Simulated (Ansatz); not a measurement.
Input and output for germanium tetrachloride (`[Cl][Ge]([Cl])([Cl])[Cl]`).

```yaml
crystal:
  periodic: [false, false, false]
  atoms:
    - {symbol: Cl, position_ang: [-0.857345, -0.008690, 1.776627]}
    - {symbol: Ge, position_ang: [-0.100917, -0.160800, 0.166451]}
    - {symbol: Cl, position_ang: [1.686495, -1.324499, -0.127731]}
    - {symbol: Cl, position_ang: [-1.429521, -0.652773, -1.595726]}
    - {symbol: Cl, position_ang: [0.791247, 1.970549, -0.410795]}
basis:
  gaussian: {orbitals: 6-31G, fitting: {mean_field: cc-pVTZ-jkfit}}
magnetization: {spin_polarized: true, initial_magnetization: 2}
hamiltonian: {xc: {name: PBE-QIDH}}
accuracy: high
output: {forces: true}
```

```sh
$ ansatz run in.yaml --threads 4 --pin off --events-out ev --progress --plain --max-ram 10444MiB
```

Output, abridged:

```
Functional definition: PBE-QIDH
691 factors; integrals over basis functions are off by at most 2.6e-2 eV
mean field evaluation 1: about -106538.8949 eV, gradient 1.3e1 eV
mean field evaluation 2: about -106538.8953 eV, gradient 1.3e1 eV
mean field evaluation 4: about -106540.3748 eV, gradient 2.2e0 eV
mean field evaluation 8: about -106540.7819 eV, gradient 4.2e-1 eV
mean field evaluation 16: about -106540.8023 eV, gradient 3.6e-2 eV
mean field evaluation 32: about -106540.8027 eV, gradient 2.1e-8 eV
mean field -106540.80269090 eV, -3915.3022829407 hartree, gradient 3.2e-8 eV, S^2 2.008238; 4 other end points of the search recorded, 0 dependent functions left out
29 core orbitals not correlated: weight in the atoms' cores, before any rotation towards them, 1.000 or more for the frozen orbitals, at most 0.000 for the correlated occupied ones
reference -106540.80269194 eV, -3915.3022829789 hartree; 22, 20 occupied and 30, 32 virtual orbitals, 691 factors
second order -10.72713926 eV of doubles, -0.00000000 eV of singles
Total energy: -106544.37840503 eV, -3915.4336880112 hartree
Atom 0 at    -0.857345    -0.008690     1.776627 Å, force    -7.173152     0.606419    15.293067 eV/Å
Atom 1 at    -0.100917    -0.160800     0.166451 Å, force     4.079291    -2.279756   -13.663331 eV/Å
Atom 2 at     1.686495    -1.324499    -0.127731 Å, force     2.264889    -1.756664     0.111299 eV/Å
Atom 3 at    -1.429521    -0.652773    -1.595726 Å, force    -1.082636    -0.638808    -0.680151 eV/Å
Atom 4 at     0.791247     1.970549    -0.410795 Å, force     1.911608     4.068810    -1.060885 eV/Å
Dipole moment:     0.119849     0.656804     0.520809 e Å
```

Run time 13 s (4 threads of an Intel Xeon 6975P-C on a shared host); peak host memory 0.43 GiB.
